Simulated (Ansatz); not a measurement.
`[CH3][Ga]([NH2])[Cl]` at its PBE0-D4/def2-TZVP geometry, where that method's forces vanish. Total charge 0; spin multiplicity 1.

| atom | x (Å) | y (Å) | z (Å) |
| --- | --- | --- | --- |
| C1 | 0.951 | -1.110 | -0.556 |
| Ga2 | 0.055 | 0.273 | 0.479 |
| N3 | -1.453 | 1.172 | 0.062 |
| Cl4 | 0.877 | 0.893 | 2.377 |
| H5 | 1.042 | -2.017 | 0.043 |
| H6 | 1.958 | -0.779 | -0.817 |
| H7 | 0.405 | -1.340 | -1.472 |
| H8 | -1.988 | 1.030 | -0.777 |
| H9 | -1.848 | 1.877 | 0.660 |

(1) For each bond, give half the difference of the two atoms' forces along it (eV/Å; positive pushes the atoms apart) under PBE-D4, r2SCAN-D4, B3LYP-D4, ωB97M-V in def2-TZVPP. (An estimate is asked.)

## Answers

(1) Computed: 
```json
{"bond": "C1–Ga2", "length (Å)": "1.946", "PBE-D4": "-0.07", "r2SCAN-D4": "-0.03", "B3LYP-D4": "0.08", "ωB97M-V": "-0.01"}
{"bond": "C1–H5", "length (Å)": "1.091", "PBE-D4": "0.10", "r2SCAN-D4": "-0.01", "B3LYP-D4": "-0.07", "ωB97M-V": "-0.05"}
{"bond": "C1–H6", "length (Å)": "1.091", "PBE-D4": "0.10", "r2SCAN-D4": "-0.01", "B3LYP-D4": "-0.07", "ωB97M-V": "-0.05"}
{"bond": "C1–H7", "length (Å)": "1.090", "PBE-D4": "0.10", "r2SCAN-D4": "-0.01", "B3LYP-D4": "-0.07", "ωB97M-V": "-0.05"}
{"bond": "Ga2–N3", "length (Å)": "1.804", "PBE-D4": "0.04", "r2SCAN-D4": "-0.02", "B3LYP-D4": "0.10", "ωB97M-V": "0.03"}
{"bond": "Ga2–Cl4", "length (Å)": "2.159", "PBE-D4": "0.14", "r2SCAN-D4": "-0.01", "B3LYP-D4": "0.16", "ωB97M-V": "0.02"}
{"bond": "N3–H8", "length (Å)": "1.005", "PBE-D4": "0.19", "r2SCAN-D4": "0.04", "B3LYP-D4": "-0.04", "ωB97M-V": "-0.02"}
{"bond": "N3–H9", "length (Å)": "1.005", "PBE-D4": "0.19", "r2SCAN-D4": "0.04", "B3LYP-D4": "-0.04", "ωB97M-V": "-0.02"}
```

B3LYP here is the variant with VWN-RPA as its local correlation; programs differ in this.
